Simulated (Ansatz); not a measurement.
V₂S₄, 6 atoms. Hardware: 4 threads of AMD EPYC 9R45 on a shared host.

Correlated methods freeze 30 core orbitals; core or outer-core shells of V are correlated, in sets that lack core-valence functions.

(1) How many basis functions does each of these Ansatz runs have, and roughly what does it cost? PBE0-D4/def2-TZVP, charge 0 singlet, energy, from earlier orbitals; PBE-D4/def2-TZVP, charge 0 singlet, energy and forces, from earlier orbitals; LC-ωPBE/def2-TZVP, charge 0 singlet, energy, from earlier orbitals; r2SCANh-D4/def2-TZVP, charge 0 singlet, energy, from earlier orbitals; PBE-D4/def2-SVP, charge 0 singlet, energy, from earlier orbitals; PBE0-D4/def2-SVP, charge 0 singlet, energy, from earlier orbitals; HF/STO-3G, charge 0 singlet, energy; MP2/def2-TZVP, charge 0 singlet, energy, from earlier orbitals; r2SCAN-D4/def2-TZVP, charge 0 singlet, energy, from earlier orbitals; PBE0-D4/def2-SVP, charge 0 singlet, relaxation, 15 steps; B97M-V/def2-TZVP, charge 0 singlet, energy, from earlier orbitals; CCSD(T)/def2-SVP, charge 0 singlet, energy, from earlier orbitals.

Answers

(1) Other jobs shared the machine, so times can vary by a factor of up to 3. A dash marks memory too small to be measured apart from the calling script's.

| run | functions | fitting or Cholesky vectors | wall time | peak host memory (GiB) |
| --- | --- | --- | --- | --- |
| HF/STO-3G, charge 0 singlet, energy | 72 | 916 | 0.6 s | – |
| PBE-D4/def2-SVP, charge 0 singlet, energy, from earlier orbitals | 134 | 1584 | 0.8 s | – |
| PBE0-D4/def2-SVP, charge 0 singlet, energy, from earlier orbitals | 134 | 1338 | 1.4 s | – |
| PBE-D4/def2-TZVP, charge 0 singlet, energy and forces, from earlier orbitals | 238 | 1912 | 1.8 s | – |
| r2SCAN-D4/def2-TZVP, charge 0 singlet, energy, from earlier orbitals | 238 | 1912 | 3.4 s | 0.56 |
| PBE0-D4/def2-TZVP, charge 0 singlet, energy, from earlier orbitals | 238 | 2098 | 3.9 s | 1.2 |
| LC-ωPBE/def2-TZVP, charge 0 singlet, energy, from earlier orbitals | 238 | 1912 | 4 s | 0.74 |
| r2SCANh-D4/def2-TZVP, charge 0 singlet, energy, from earlier orbitals | 238 | 1930 | 4.7 s | 1.2 |
| B97M-V/def2-TZVP, charge 0 singlet, energy, from earlier orbitals | 238 | 1912 | 5.5 s | 0.66 |
| PBE0-D4/def2-SVP, charge 0 singlet, relaxation, 15 steps | 134 | 1445 | 22 s | – |
| MP2/def2-TZVP, charge 0 singlet, energy, from earlier orbitals | 238 | 1660 | 25 s | 1.4 |
| CCSD(T)/def2-SVP, charge 0 singlet, energy, from earlier orbitals | 134 | 1338 | 38 s | 0.9 |
